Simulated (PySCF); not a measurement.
**Continuum solvent and chemical shifts**

Atoms are numbered as in `[CH3:1][CH2:2][c:3]1[cH:4][cH:5][cH:6][n:7]2[cH:8][cH:9][n:10][c:11]12` (H(Xn): hydrogen on atom n).

GIAO PBE0/pcSseg-1 in PySCF 2.14 on one PBE0-D3(BJ)/def2-SVP conformer, non-relativistic, equivalent nuclei averaged. Solvents enter as an IEF-PCM continuum (benzene with ε = 2.3, chloroform with ε = 4.7) around the gas-phase geometry. Shifts are referred to TMS computed in the same medium.

In benzene, δ in ppm: C11 149.0, C3 141.4, C9 139.7, C6 128.7, C4 127.0, C5 118.3, C8 116.4, C2 30.3, C1 16.8, H(C6) 8.21, H(C9) 7.74, H(C8) 7.70, H(C4) 7.17, H(C5) 6.95. Dipole moment 3.44 D.

**Question.** How does each δ change in the more polar medium?

**Answer.** 
```
atoms                                         environment  Δδ, chloroform
  C11                         ring-fusion aromatic carbon            +0.4
   C3                         substituted aromatic carbon            -0.2
   C9                 aromatic CH next to a ring nitrogen            -0.1
   C6                 aromatic CH next to a ring nitrogen            +1.1
   C4                                         aromatic CH            +1.0
   C5                                         aromatic CH            +0.6
   C8                 aromatic CH next to a ring nitrogen            +1.1
   C2                         sp3 CH2 on an aromatic ring             0.0
   C1                                       methyl carbon            +0.1
H(C6)  hydrogen on an aromatic CH next to a ring nitrogen           +0.13
H(C9)  hydrogen on an aromatic CH next to a ring nitrogen           +0.01
H(C8)  hydrogen on an aromatic CH next to a ring nitrogen           +0.13
H(C4)                          hydrogen on an aromatic CH           +0.10
H(C5)                          hydrogen on an aromatic CH           +0.11
```

Changes are relative to benzene. The dipole moment becomes 3.84 D in chloroform.

**Question.** Which nuclei move most (in ppm), and what does the model miss?

**Answer.** C6 (aromatic CH next to a ring nitrogen, +1.1 ppm) and C8 (aromatic CH next to a ring nitrogen, +1.1 ppm) in chloroform. A continuum only polarises the solute; specific hydrogen bonds, the anisotropy of aromatic solvents and changes of geometry or conformer are outside it.
